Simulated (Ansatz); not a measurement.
One change: `C=C(S)CC` becomes `C=C(S)[SeH]`.

Ansatz, PBE0-D4/def2-TZVP geometries, multiplicity 1. Each molecule was computed in one conformer, which needn't be the lowest.

Scalar relativity is left out up to krypton. Spin–orbit coupling is left out; it splits and shifts lone-pair levels of the heavy atoms by tenths of an eV.

```json
{"property": "LUMO energy (B3LYP/def2-TZVPP) / eV", "`C=C(S)CC`": "-0.23"}
{"property": "HOMO–LUMO gap (PBE/def2-TZVPP) / eV", "`C=C(S)CC`": "4.42"}
{"property": "LUMO energy (ωB97M-V/def2-TZVPP) / eV", "`C=C(S)CC`": "1.98"}
{"property": "HOMO–LUMO gap (PBE0/def2-TZVPP) / eV", "`C=C(S)CC`": "6.48"}
{"property": "size of the dipole moment (PBE/def2-TZVPP) / D", "`C=C(S)CC`": "1.44"}
{"property": "HOMO energy (ωB97M-V/def2-TZVPP) / eV", "`C=C(S)CC`": "-8.62"}
```

Question: What does the change do to each property? (Best estimate.)

Answer: Ansatz gave: 
| property | `C=C(S)[SeH]` | shift |
| --- | --- | --- |
| LUMO energy (B3LYP/def2-TZVPP) / eV | -0.75 | -0.52 |
| HOMO–LUMO gap (PBE/def2-TZVPP) / eV | 4.03 | -0.39 |
| LUMO energy (ωB97M-V/def2-TZVPP) / eV | 1.48 | -0.50 |
| HOMO–LUMO gap (PBE0/def2-TZVPP) / eV | 6.03 | -0.45 |
| size of the dipole moment (PBE/def2-TZVPP) / D | 0.31 | -1.13 |
| HOMO energy (ωB97M-V/def2-TZVPP) / eV | -8.65 | -0.03 |

With PBE0 the HOMO falls by 0.09 eV and the LUMO falls by 0.53 eV, so the gap narrows by about 0.44 eV. PBE moves the HOMO by -0.11 eV and ωB97M-V by -0.03 eV. The zero-point energy changes by -153.5 kJ/mol with -15 modes. Dipoles are sizes alone; their direction can turn.

Positive LUMOs are unbound, so they and the gaps depend on the basis.

B3LYP here is the variant with VWN-RPA as its local correlation; programs differ in this.
